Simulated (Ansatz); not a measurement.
The same path of Cl + ClF5Mo (8 atoms, charge 0, multiplicity 2) was run twice with different band settings.

All numbers below come from UKS PBE/def2-SVP in Ansatz 0.2.0.

Relaxed end points:

```xyz
8
Properties=species:S:1:pos:R:3
Mo 0.000 -0.024 -0.056
F 0.000 -0.358 1.769
F 1.846 -0.062 -0.053
Cl 0.000 2.233 0.289
F -1.846 -0.062 -0.053
F 0.000 -1.856 -0.331
F 0.000 0.202 -1.888
Cl 0.000 0.466 4.392
```

```xyz
8
Properties=species:S:1:pos:R:3
Mo 0.122 -0.001 0.010
F 0.657 -0.266 1.770
F 1.886 -0.095 -0.526
Cl 0.264 2.264 0.264
F -1.643 0.006 0.542
F 0.012 -1.840 -0.176
F -0.400 0.176 -1.751
Cl -0.898 0.296 3.938
```

Common settings: movable images 7; climbing image yes; spring 5.0 eV/Å²; optimiser quadratic models (default); force threshold 0.03 eV/Å; end points relaxed.

| run | start path | iteration limit |
| --- | --- | --- |
| 1 | through a guess of the saddle point | 28 |
| 2 | straight line | 15 |

(1) What does each run give, and how far can it be trusted?

Answers

(1) Run 1: converged after 22 iterations, highest image 0.000 eV above the first end. The highest image is an end point: on this band no image between the ends rises above it. Inner images lie up to 0.011 eV below the lower end, so the ends aren't the lowest states on this path.
Run 2: converged after 14 iterations, highest image 0.000 eV above the first end. The highest image is an end point: on this band no image between the ends rises above it. Inner images lie up to 0.013 eV below the lower end, so the ends aren't the lowest states on this path.
